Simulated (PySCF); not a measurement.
C2H6ClSi (doublet state).
Numbering: `[CH3:1][Si:2]([CH3:3])[Cl:4]` (hydrogens: H5, H6, H7 on C1; H8, H9, H10 on C3)

Computed with PySCF 2.14.0, UKS B3LYP, pcH-1 on C Cl H Si, non-relativistic, mean-field spin-orbit, GIAO. Isolated species at its GFN2-xTB geometry, gas phase. A GFN2-xTB geometry isn't a minimum of the functional, and hyperfine couplings can be far from their values at a DFT geometry, by a factor of two or more for some ions and for spin on atoms past the first row. Stability of the SCF solution: not tested.

Principal values of hyperfine tensors in MHz (contact, dipolar and spin–orbit terms together), for some of the nuclei:

```
atom  isotope       A1       A2       A3  alike by the symmetry of this geometry
 Si2     29Si  -783.74  -547.09  -546.66                                    none
  C1      13C    44.06    44.64    62.50                                      C3
 Cl4     35Cl     2.75     3.90    54.08                                    none
  H9       1H    -8.82    -6.19     3.12                                      H6
 H10       1H    -4.55    -2.18     8.27                                      H7
```

Q: Split each tensor into its isotropic and traceless parts, and turn a_iso into mT with g = 2.0047.

A: a_iso = (A1 + A2 + A3)/3, Ti = Ai − a_iso; 1 mT corresponds to 28.059 MHz. The tensors hold a spin–orbit part: the run splits a_iso into a_FC + a_SO, and T includes its anisotropic share.

```tsv
atom	a_iso (MHz)	a_FC	a_SO	a_iso (mT)	T1	T2	T3
Si2	-625.83	-626.57	0.75	-22.304	-157.91	78.74	79.17
C1	50.40	50.36	0.04	1.796	-6.34	-5.76	12.10
Cl4	20.24	19.93	0.32	0.721	-17.50	-16.34	33.84
H9	-3.96	-3.97	0.01	-0.141	-4.86	-2.23	7.09
H10	0.51	0.50	0.01	0.018	-5.07	-2.69	7.76
```

Q: What spin density at the nucleus of Si2 lies behind its contact coupling (g_N = -1.11058)?

A: a_FC = (2μ0/3) gₑ μB g_N μN ρ(0)/(2S·h) = 800.24 MHz × g_N × ρ(0)/(2S), with ρ in bohr⁻³. With a_FC = -626.57 MHz and 2S = 1, ρ(0) = 0.705 bohr⁻³. The nuclear moment is negative, so coupling and spin density have opposite signs.

Q: H5 (1H, g_N = 5.58569) isn't in the table. Its spin density at the nucleus is 0.01112 bohr⁻³. What is its contact coupling?

A: By the same relation, a_FC = 49.7 MHz. Its full tensor has the principal values 45.13, 49.72, 54.28 MHz.

Q: Which nucleus of the table has the largest anisotropic coupling, and what is its form?

A: Si2: -157.9, 78.7, 79.2 MHz (the dipolar term alone has -157.2, 78.1, 79.2), axial, in the ratio +1:+1:−2, the form that spin in one p orbital centred on that nucleus gives (the nuclear moment is negative).

Q: In a single crystal, with the field along each principal axis of the tensor of C1 in turn, what first-order splitting does this nucleus give (isotropic g, quadrupole terms neglected)?

A: 2 lines (I = 1/2), spaced by |A_i|/(g × 13.996): 1.57, 1.59, 2.23 mT along the axes of A1, A2 and A3.

Time: 22 s (with the writing of density and orbital grids); peak memory 0.67 GiB. Hardware: an Arm Neoverse V2 with one thread, shared host.
